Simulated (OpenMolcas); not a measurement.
# Cr2+, Mo2+, W2+: d4 down the group

```yaml
Program: OpenMolcas
Method: CASSCF
Basis: ANO-R2
Scalar_Hamiltonian: X2C, finite nucleus
Spin-orbit_coupling: state interaction with AMFI integrals over the reference wave functions, term energies averaged over their components
```

Active space for each ion: 4 electrons in 6 orbitals (d s).

Computed levels in cm-1 above 5D0:

```
                               Level   Cr2+   Mo2+    W2+
                                 5D1   70.4    237   2207
                                 5D2    209    668   4544
                                 5D3    411   1243   6559
                                 5D4    673   1927   8224
                                 3H5  21205  16425  19683
                                 3H6  21372  16938  21691
                              3P0(1)  22801  14767  11711
                              3P1(1)  23223  16019  14927
                              3P2(1)  23999  17999  19253
weight of 5D in the lowest level (%)    100     99     71
```

Mixed levels, with the weight of the term that names them: W2+ 5D0 (71 %), W2+ 3H5 (51 %), W2+ 3P0(1) (67 %), W2+ 3P2(1) (74 %).

Measured, with the error of the calculation in %. Measured levels: Cr2+ from Sugar and Corliss, J. Phys. Chem. Ref. Data 6, 317 (1977); Mo2+ from Sugar and Musgrove, J. Phys. Chem. Ref. Data 17, 155 (1988); W2+ from NIST levels as listed in McCann et al., Mon. Not. R. Astron. Soc. 538, 537 (2025).

| Level | Cr2+ | Mo2+ | W2+ |
| --- | --- | --- | --- |
| 5D1 | 62.2 (+13.1) | 242 (-2.1) | 2256 (-2.2) |
| 5D2 | 183 (+14.0) | 668 (-0.1) | 4461 (+1.9) |
| 5D3 | 357 (+15.3) | 1224 (+1.6) | 6278 (+4.5) |
| 5D4 | 576 (+16.8) | 1872 (+2.9) | 7687 (+7.0) |
| 3H5 | 17397 (+21.9) | 13276 (+23.7) |  |
| 3H6 | 17531 (+21.9) | 13811 (+22.6) |  |
| 3P0(1) | 16771 (+36.0) | 11149 (+32.4) | 9904 (+18.2) |
| 3P1(1) | 17169 (+35.3) | 12510 (+28.0) | 12881 (+15.9) |
| 3P2(1) | 17851 (+34.4) | 14358 (+25.4) |  |

The fine-structure level 5D4 changes by a factor of 12.2 from Cr2+ to W2+.

Without spin-orbit coupling 3H lies 20832, 15365, 14025 cm-1 above 5D in that order; the difference to the level 3H5, of either sign, comes from spin-orbit coupling, which also lowers the zero.

Without dynamic correlation excited terms often stand tens of per cent too high (terms of higher spin than the ground term too low), and those without a measured partner can miss by more than the paired ones. Terms from blocks run as CI alone lack orbitals of their own. Configurations are named by rounded mean occupations; where the s occupation lies near a half they are strongly mixed, a name can repeat and a true partner stay unpaired (holds for Mo2+; W2+). Some high roots are left out of the spin-orbit mixing, which shifts the levels that they would mix with (holds for W2+). Measured partners are found by configuration, term and J. A level has none where our copy of the source lacks it or the pairing is in doubt (some pairs that miss far off the trend of their configuration count as doubtful), and it then counts in no deviation. Levels of configurations outside the active space are missing.

A number in round brackets counts repeated terms of one configuration in the order of the reference energies.
